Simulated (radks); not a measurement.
The tungsten ion W4+, 70 electrons, occupied as [Xe] 4f14 5d2. All-electron calculation, scalar-relativistic Kohn-Sham, OLYP, spin-unpolarised, spherical densities, point nucleus. Program: a radial shooting solver on a logarithmic mesh with Libxc functionals. Some entries of the table are withheld. Estimate them.

orbital,occ.,eigenvalue (hartree),<1/r> (bohr^-1),r(max) (bohr)
1s,2,-2555.395,87.11,0.01145
2s,2,-442.6365,20.37,0.06567
2p,6,(1),18.45,0.05389
3s,2,-103.2164,7.542,0.1852
3p,6,-86.83842,6.962,0.1834
3d,10,-68.03462,6.580,0.1493
4s,2,-22.57512,3.206,0.4204
4p,6,-17.20197,(2),0.4410
4d,10,-10.39964,(3),0.4519
5s,2,-4.50374,1.264,0.9601
5p,6,-3.15727,1.076,1.084
4f,14,-2.84855,2.094,0.4278
5d,2,(4),0.7736,1.387

Answer. 
(1) 2p eigenvalue (hartree): -387.3241
(2) 4p <1/r> (bohr^-1): 2.912
(3) 4d <1/r> (bohr^-1): 2.592
(4) 5d eigenvalue (hartree): -1.59903
